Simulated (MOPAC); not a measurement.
MOPAC input (PM6):

```
PM6 FORCE THERMO(298,298) PRECISE LET CHARGE=-1 GEO-OK AUX(PRECISION=9) THREADS=1
H3OSn

Sn   -0.29893445 1    0.12200744 1   -0.10191015 1
O     1.65022129 1   -0.58361975 1    0.52221098 1
H    -1.02094547 1   -0.30946436 1    1.40285228 1
H    -0.65466980 1   -1.35277302 1   -0.92059939 1
H     2.25651376 1    0.09234654 1    0.31425683 1
```

From the output:

```
     H    5   0.453606   3.259230   0.041031   0.041030   3.544164

          HEAT OF FORMATION =     -38.355020 KCALS/MOLE

          ZERO POINT ENERGY      15.228 KCAL/MOL

           NORMAL COORDINATE ANALYSIS (Total motion = 1 Angstrom)

   Root No.       1         2         3         4         5         6         7         8

                 1 A"      1 A'      2 A"      2 A'      3 A'      4 A'      3 A"      5 A'

                 167.1     486.8     548.8     575.5     812.4     967.2    2292.4    2307.1

           1   -0.0000   -0.0741   -0.0000   -0.0060    0.0001   -0.0016   -0.0000    0.0003
           2   -0.0010    0.0003   -0.0037   -0.0025   -0.0042    0.0025   -0.0047   -0.0036
           3    0.0009    0.0004    0.0033   -0.0028   -0.0047    0.0028    0.0042   -0.0040
           4   -0.0000    0.5254    0.0000   -0.0148    0.0008   -0.0218    0.0000    0.0006
           5   -0.0322    0.0011    0.0255    0.0142   -0.0002   -0.0293    0.0002    0.0003
           6    0.0287    0.0012   -0.0227    0.0160   -0.0003   -0.0329   -0.0002    0.0003
           7    0.0109    0.0573    0.4715    0.4250   -0.0201   -0.0893   -0.0215   -0.0220
           8    0.0025   -0.0018    0.0167    0.0173    0.0071   -0.0013    0.4943    0.4921
           9   -0.1630   -0.0063   -0.0044    0.0132    0.4891   -0.0115    0.0010   -0.0121
          10   -0.0109    0.0573   -0.4715    0.4250   -0.0201   -0.0893    0.0215   -0.0220
          11    0.1622   -0.0060    0.0063    0.0111    0.4850   -0.0113    0.0564   -0.0692
          12    0.0164   -0.0025   -0.0160    0.0187    0.0639   -0.0026   -0.4910    0.4874
          13    0.0000    0.2763   -0.0000    0.0963    0.0129    0.7154    0.0000    0.0030
          14    0.4697   -0.0468    0.0128    0.0427    0.0031    0.1833   -0.0030   -0.0052
          15   -0.4180   -0.0526   -0.0114    0.0480    0.0035    0.2060    0.0026   -0.0058

   Root No.       9

                 6 A'

                2494.7

           1    0.0004
           2   -0.0003
           3   -0.0004
           4    0.0199
           5   -0.0336
           6   -0.0378
           7    0.0026
           8    0.0078
           9   -0.0002
          10    0.0026
          11   -0.0011
          12    0.0077
          13   -0.3674
          14    0.5669
          15    0.6371

           MASS-WEIGHTED COORDINATE ANALYSIS (NORMAL COORDINATES)

   Root No.       1         2         3         4         5         6         7         8

                 1 A"      1 A'      2 A"      2 A'      3 A'      4 A'      3 A"      5 A'

                 167.1     486.8     548.8     575.5     812.4     967.2    2292.4    2307.1

           1   -0.0000   -0.3557   -0.0000   -0.1046    0.0019   -0.0220   -0.0000    0.0041
           2   -0.0163    0.0015   -0.0595   -0.0436   -0.0651    0.0338   -0.0723   -0.0556
           3    0.0145    0.0017    0.0529   -0.0490   -0.0731    0.0380    0.0643   -0.0625
           4   -0.0000    0.9254    0.0000   -0.0943    0.0046   -0.1080    0.0000    0.0036
           5   -0.1857    0.0019    0.1488    0.0904   -0.0014   -0.1454    0.0012    0.0015
           6    0.1653    0.0021   -0.1324    0.1015   -0.0016   -0.1634   -0.0011    0.0017
           7    0.0158    0.0253    0.6900    0.6785   -0.0288   -0.1112   -0.0305   -0.0314
           8    0.0036   -0.0008    0.0244    0.0276    0.0102   -0.0016    0.7031    0.7037
           9   -0.2356   -0.0028   -0.0065    0.0210    0.7029   -0.0143    0.0015   -0.0173
          10   -0.0158    0.0253   -0.6900    0.6785   -0.0288   -0.1112    0.0305   -0.0314
          11    0.2344   -0.0027    0.0093    0.0177    0.6970   -0.0140    0.0802   -0.0989
          12    0.0238   -0.0011   -0.0235    0.0298    0.0918   -0.0033   -0.6985    0.6969
          13    0.0000    0.1221   -0.0000    0.1537    0.0185    0.8912    0.0000    0.0044
          14    0.6790   -0.0207    0.0187    0.0682    0.0045    0.2284   -0.0042   -0.0074
          15   -0.6042   -0.0232   -0.0167    0.0766    0.0050    0.2566    0.0038   -0.0083

   Root No.       9

                 6 A'

                2494.7

           1    0.0045
           2   -0.0039
           3   -0.0043
           4    0.0832
           5   -0.1405
           6   -0.1578
           7    0.0027
           8    0.0082
           9   -0.0002
          10    0.0027
          11   -0.0012
          12    0.0081
          13   -0.3853
          14    0.5945
          15    0.6681

          DESCRIPTION OF VIBRATIONS

 VIBRATION          1    1A"         ATOM PAIR     ENERGY CONTRIBUTION    RADIAL
 FREQUENCY           167.10         O 2 -- H 5         +28.1% ( 89.7%)      0.0%
 TRANSITION DIPOLE   0.9102         Sn1 -- H 5         +24.3% ( 83.4%)      0.0%
 TRAVEL (Ang.)       0.7309         Sn1 -- H 3         +23.3% ( 81.7%)      0.6%
 REDUCED MASS        0.7554         Sn1 -- H 4         +23.3% ( 81.7%)      0.6%
 EFFECTIVE MASS      1.6812
 FORCE CONSTANT      0.0124

 VIBRATION          2    1A'         ATOM PAIR     ENERGY CONTRIBUTION    RADIAL
 FREQUENCY           486.76         Sn1 -- O 2         +52.7% (107.2%)    100.0%
 TRANSITION DIPOLE   3.0711         O 2 -- H 5         +35.2% ( 87.7%)      6.0%
 TRAVEL (Ang.)       0.1008         Sn1 -- H 5         +10.2% ( 47.1%)     92.2%
 REDUCED MASS       13.6316         Sn1 -- H 4          +1.0% ( 14.5%)      0.2%
 EFFECTIVE MASS     24.6422
 FORCE CONSTANT      1.9029

 VIBRATION          3    2A"         ATOM PAIR     ENERGY CONTRIBUTION    RADIAL
 FREQUENCY           548.78         Sn1 -- H 3         +49.7% ( 70.4%)      0.6%
 TRANSITION DIPOLE   0.2450         Sn1 -- H 4         +49.7% ( 70.4%)      0.6%
 TRAVEL (Ang.)       0.5018         Sn1 -- O 2          +0.3% (  5.9%)      0.0%
 REDUCED MASS        0.4880         O 2 -- H 5          +0.2% (  4.1%)      0.0%
 EFFECTIVE MASS      1.5112
 FORCE CONSTANT      0.0866

 VIBRATION          4    2A'         ATOM PAIR     ENERGY CONTRIBUTION    RADIAL
 FREQUENCY           575.54         Sn1 -- H 4         +40.4% ( 66.8%)      0.2%
 TRANSITION DIPOLE   0.2009         Sn1 -- H 3         +40.4% ( 66.8%)      0.2%
 TRAVEL (Ang.)       0.4991         Sn1 -- H 5          +9.7% ( 32.8%)     35.8%
 REDUCED MASS        0.4703         O 2 -- H 5          +6.7% ( 27.1%)     16.8%
 EFFECTIVE MASS      1.8277
 FORCE CONSTANT      0.0918

 VIBRATION          5    3A'         ATOM PAIR     ENERGY CONTRIBUTION    RADIAL
 FREQUENCY           812.37         Sn1 -- H 4         +49.8% ( 50.7%)      1.0%
 TRANSITION DIPOLE   0.3780         Sn1 -- H 3         +49.8% ( 50.7%)      1.0%
 TRAVEL (Ang.)       0.4055         Sn1 -- H 5          +0.2% (  3.1%)      3.7%
 REDUCED MASS        0.5048         Sn1 -- O 2          +0.1% (  2.7%)      0.1%
 EFFECTIVE MASS      1.2662
 FORCE CONSTANT      0.1963

 VIBRATION          6    4A'         ATOM PAIR     ENERGY CONTRIBUTION    RADIAL
 FREQUENCY           967.24         O 2 -- H 5         +51.9% ( 97.6%)      4.9%
 TRANSITION DIPOLE   0.4620         Sn1 -- H 5         +46.8% ( 92.7%)     62.2%
 TRAVEL (Ang.)       0.2788         Sn1 -- O 2          +0.8% ( 12.4%)      9.2%
 REDUCED MASS        0.8969         Sn1 -- H 4          +0.2% (  6.6%)      8.3%
 EFFECTIVE MASS      1.5754
 FORCE CONSTANT      0.4944

 VIBRATION          7    3A"         ATOM PAIR     ENERGY CONTRIBUTION    RADIAL
 FREQUENCY          2292.38         Sn1 -- H 3         +50.0% ( 71.0%)     99.3%
```

The dipole moment of an ion depends on the origin.
